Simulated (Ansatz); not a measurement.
Z-matrix (Å, degrees):
```
C
C 1 1.520
H 1 1.095 2 110.6
H 1 1.092 2 112.0 3 119.9
H 1 1.092 2 112.0 3 -119.9
In 2 2.149 1 113.1 3 -180.0
H 2 1.093 1 111.8 3 -59.8
H 2 1.093 1 111.8 3 59.8
Cl 6 2.335 2 119.2 1 -0.1
O 6 1.979 2 132.6 1 179.8
H 10 0.960 6 113.3 2 0.1
```

Charge 0, multiplicity 1. In: def2 effective core potential.

(1) List the ωB97M-V/def2-TZVPP orbital energies in eV (the Gaussian-basis code of Ansatz). (Estimate.)

## Answers

(1) Computed: Occupied: -2771.04, -525.58, -282.16, -281.63, -261.41, -198.87, -198.77, -198.76, -131.59, -88.07, -87.82, -87.71, -29.66, -25.29, -24.87, -24.43, -24.36, -24.18, -23.91, -23.47, -20.17, -15.64, -15.43, -14.85, -13.55, -12.98, -12.66, -11.61, -11.29, -10.91, -10.81, -10.04. Lowest empty: 0.41, 0.43, 1.31, 1.90, 2.53, 3.40, 3.95, 4.13.
